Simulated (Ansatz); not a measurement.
`CN[SiH2]O` + HCl → `CN[SiH2]Cl` + H₂O  (ligand exchange at the Si–O bond)

Calculated with Ansatz (gas phase, PBE0-D4/def2-TZVP geometries, no zero-point term in ΔE). CCSD(T)/CBS is the MP2 limit (def2-TZVPP, def2-QZVPP) plus CCSD(T) − MP2 in def2-TZVPP, frozen cores. This one scheme is used for every species. Functionals use def2-TZVPP. Each species was taken in one conformer, which may not be the lowest.

```json
{"level": "BHLYP-D4", "ΔE (kJ/mol)": "-6.2"}
{"level": "r2SCAN", "ΔE (kJ/mol)": "-8.5"}
```

Task: What does CCSD(T)/CBS give? (Best estimate.)

Result: The calculation gave: -9.9 kJ/mol. The listed levels differ from it by 3.7, 1.4 kJ/mol.

Largest T1 diagnostic among the species: 0.011.

Leaving LDA and LC-ωPBE aside and taking each functional with its dispersion term where it has one, the values, not all of them listed here, spread over 13.2 kJ/mol, from revPBE-D4 to CAM-B3LYP-D4. LDA lies +6.2 kJ/mol from PBE without D4. The D4 term adds −3.1 kJ/mol with B3LYP and −1.7 kJ/mol with PBE0; it sums over pairs of atoms, weighted by their polarisabilities, and B3LYP, whose exchange is more repulsive, gets the larger term. At CCSD(T), def2-SVP lies +4.3 kJ/mol from the extrapolated value and def2-TZVPP +5.8 kJ/mol.

B3LYP here is the variant with VWN-RPA as its local correlation; programs differ in this.
